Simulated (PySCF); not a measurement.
As (arsenic, neutral) across methods

[Ar] 3d10 4s2 4p3, high-spin 4S determinant. Computed with PySCF 2.14 in aug-cc-pVTZ-PP with one added diffuse shell each of s, d, f type with ECP10MDF (7s5p5d3f, 68 functions), with scalar relativity through the core potential.

```json
{"method": "LDA", "E (hartree)": "-331.9049", "mean ε 4s α (eV)": "-15.347", "mean ε 4s β (eV)": "-13.328", "mean ε 4p α (eV)": "-5.938", "Σ⟨r²⟩ (bohr²)": "40.34", "⟨S²⟩": "3.750"}
{"method": "B3LYP", "E (hartree)": "-332.4700", "mean ε 4s α (eV)": "-16.748", "mean ε 4s β (eV)": "-14.032", "mean ε 4p α (eV)": "-6.680", "Σ⟨r²⟩ (bohr²)": "40.26", "⟨S²⟩": "3.750"}
{"method": "r2SCAN", "E (hartree)": "-332.3016", "mean ε 4s α (eV)": "-16.027", "mean ε 4s β (eV)": "-12.926", "mean ε 4p α (eV)": "-6.297", "Σ⟨r²⟩ (bohr²)": "39.80", "⟨S²⟩": "3.751"}
{"method": "M06-L", "E (hartree)": "-332.4490", "mean ε 4s α (eV)": "-15.657", "mean ε 4s β (eV)": "-12.752", "mean ε 4p α (eV)": "-5.990", "Σ⟨r²⟩ (bohr²)": "39.45", "⟨S²⟩": "3.753"}
{"method": "UHF", "E (hartree)": "-331.21018", "mean ε 4s α (eV)": "-22.652", "mean ε 4s β (eV)": "-15.614", "mean ε 4p α (eV)": "-10.043", "Σ⟨r²⟩ (bohr²)": "40.24", "⟨S²⟩": "3.751"}
{"method": "PBEsol", "E (hartree)": "-332.0777", "mean ε 4s α (eV)": "-15.191", "mean ε 4s β (eV)": "-12.876", "mean ε 4p α (eV)": "-5.886", "Σ⟨r²⟩ (bohr²)": "40.28", "⟨S²⟩": "3.751"}
{"method": "BP86", "E (hartree)": "-332.5624", "mean ε 4s α (eV)": "-15.264", "mean ε 4s β (eV)": "-13.114", "mean ε 4p α (eV)": "-5.953", "Σ⟨r²⟩ (bohr²)": "40.27", "⟨S²⟩": "3.751"}
{"method": "PBE", "E (hartree)": "-332.4146", "mean ε 4s α (eV)": "-15.175", "mean ε 4s β (eV)": "-12.875", "mean ε 4p α (eV)": "-5.899", "Σ⟨r²⟩ (bohr²)": "40.40", "⟨S²⟩": "3.751"}
{"method": "PBE0", "E (hartree)": "-332.3848", "mean ε 4s α (eV)": "-17.228", "mean ε 4s β (eV)": "-13.874", "mean ε 4p α (eV)": "-7.078", "Σ⟨r²⟩ (bohr²)": "40.07", "⟨S²⟩": "3.751"}
```

Energies and moments cover only the electrons outside the core potential.
